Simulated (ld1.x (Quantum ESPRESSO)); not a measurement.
## Transferability test, RRKJ potential for Fe

ld1.x (Quantum ESPRESSO) 7.5 input, shortened:

```
&input
   title='Fe', zed=26., rel=2, dft='PW91', iswitch=3,
   config='[Ar] 3d6 4s1 4p0', rel_dist='average'
 /
 &inputp
   pseudotype=2, tm=.false., rho0=0.001, lloc=-2, rcloc=1.40,
   nlcc=.true.
 /
3
4S  1  0   1.00   0.00  2.25  2.25  0.0
4P  2  1   0.00   0.00  1.05  1.05  0.0
3D  3  2   6.00   0.00  1.15  1.15  0.0
 &test
   configts(1)='3d6 4s1 4p0'
 /
```

Open shells are filled in proportion to 2j + 1 (rel_dist='average').

Energies are relative to the spin-unpolarised reference configuration 3d6 4s1 4p0; without spin polarisation the order of configurations can differ from experiment. Not all tests gave a result: 2 of 7 tests not solved or not reliable. Left out of the table: 3d5 4s2 4p1 (solver errors, printed error -3.1 eV); 3d6 4s1 4p1 (solver errors, printed error -2.5 eV).

Task: Give the all-electron excitation energy and the error of the potential for: 3d6 4s2 4p0; 3d6 4s0 4p0; 3d5 4s0 4p0; 3d5 4s2 4p0; 3d6 4s1.5 4p0.

Result:

```
valence configuration  charge  ΔE all-electron (eV)  error AE − PS (meV)
          3d6 4s2 4p0       0                -8.791                 -4.7
          3d6 4s0 4p0      +2                16.252                  -17
          3d5 4s0 4p0      +3                50.578                 -214
          3d5 4s2 4p0      +1                 5.502                 -256
        3d6 4s1.5 4p0    +0.5                -5.277                 -1.6
```

Note: ghost states, extra bound levels that the all-electron valence spectrum of the same l lacks: p1/2 at -66.9 eV, p3/2 at -65.6 eV. A true bound ghost makes a file unfit for plane-wave use. The 4p radius (1.05 bohr) lies inside the outermost node of the all-electron wave (1.09 bohr), which a nodeless pseudo-wave cannot match soundly.
